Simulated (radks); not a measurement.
Problem. Neutral antimony, [Kr] 4d10 5s2 5p3. All-electron calculation, non-relativistic Kohn-Sham, PBE, spin-polarised, spherical densities, point nucleus. Program: a radial shooting solver on a logarithmic mesh with Libxc functionals. Every spin shell is full or empty, so the densities are truly spherical. Functionals are evaluated on that one density, not self-consistently. Rank these exchange functionals by their error against the exact value of the orbitals, and give that value: LDA, B88, PBE, PBEsol, RPBE, PW91, PW86, OPTX, WC, SOGGA, B86b, EV93, APBE, TASK, MVS.

Solution. Exact: -163.751 hartree. From best to worst, with 100 (|E| - |E exact|)/|E exact| (equal figures are ties): B88 +0.01, B86b -0.01, PW91 -0.02, MVS +0.07, PW86 -0.21, RPBE -0.25, APBE +0.30, EV93 -0.32, PBE -0.43, WC -0.86, OPTX +1.24, TASK -2.23, PBEsol -2.26, SOGGA -2.27, LDA -4.82.
